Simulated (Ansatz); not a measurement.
Reaction (formal exchange of groups at a Ge–C bond): `[CH3][Ge]([CH3])([F])[F]` + `[AlH3]` → `[CH3][Ge]([F])([F])[AlH2]` + CH₄

Computed with Ansatz on PBE0-D4/def2-TZVP structures; ΔE is electronic, products minus reactants. CCSD(T)/CBS adds triple-zeta CCSD(T) − MP2 to the extrapolated MP2 energy (def2 sets, frozen cores). This one scheme is used for every species. DFT in def2-TZVPP. B3LYP here is the variant with VWN-RPA as its local correlation; programs differ in this. HSE06 is defined as in plane-wave codes. For Ge outer-core shells are correlated without core-valence functions, which leaves a few kJ/mol of doubt a bond. Scalar relativity is left out up to krypton.

```
             level  ΔE (kJ/mol)  difference from CCSD(T)/CBS
       LDA (SPW92)        -33.6                         -9.1
            PBE-D4        -40.1                        -15.6
         revPBE-D4        -36.9                        -12.4
           BLYP-D4        -38.5                        -14.0
         r2SCAN-D4        -30.8                         -6.3
           PBE0-D4        -33.0                         -8.5
          B3LYP-D4        -33.7                         -9.2
        r2SCANh-D4        -29.2                         -4.7
        r2SCAN0-D4        -26.9                         -2.4
          BHLYP-D4        -28.2                         -3.7
      CAM-B3LYP-D4        -27.3                         -2.8
           ωB97X-V        -24.3                          0.2
           ωB97M-V        -24.1                          0.4
            B2PLYP        -28.1                         -3.6
          PBE-QIDH        -23.8                          0.7
               PBE        -41.0                        -16.5
            revPBE        -42.2                        -17.7
              BLYP        -41.2                        -16.7
            r2SCAN        -31.1                         -6.6
              PBE0        -33.6                         -9.1
           r2SCANh        -29.4                         -4.9
           r2SCAN0        -27.1                         -2.6
             HSE06        -33.7                         -9.2
             BHLYP        -27.3                         -2.8
         CAM-B3LYP        -27.7                         -3.2
           LC-ωPBE        -25.3                         -0.8
RPA@PBE/def2-TZVPP        -19.5                          5.0
       HF/def2-SVP        -17.4                          7.1
      MP2/def2-SVP        -14.3                         10.2
     CCSD/def2-SVP        -19.2                          5.3
     HF/def2-TZVPP        -18.2                          6.3
SCS-MP2/def2-TZVPP        -18.0                          6.5
   CCSD/def2-TZVPP        -20.0                          4.5
CCSD(T)/def2-TZVPP        -20.8                          3.7
     HF/def2-QZVPP        -18.3                          6.2
    MP2/def2-QZVPP        -19.1                          5.4
SCS-MP2/def2-QZVPP        -19.7                          4.8
      HF/CBS(def2)        -18.3                          6.2
     MP2/CBS(def2)        -20.7                          3.8
    CCSD/CBS(def2)        -23.7                          0.8
       CCSD(T)/CBS        -24.5                            0
```

Largest T1 diagnostic among the species: 0.012.

Leaving LDA and LC-ωPBE aside and taking each functional with its dispersion term where it has one, the values, not all of them listed here, spread over 21.2 kJ/mol, from PBE-D4 to B97M-V. LDA lies +7.3 kJ/mol from PBE without D4. At CCSD(T), def2-SVP lies +4.8 kJ/mol from the extrapolated value and def2-TZVPP +3.7 kJ/mol.
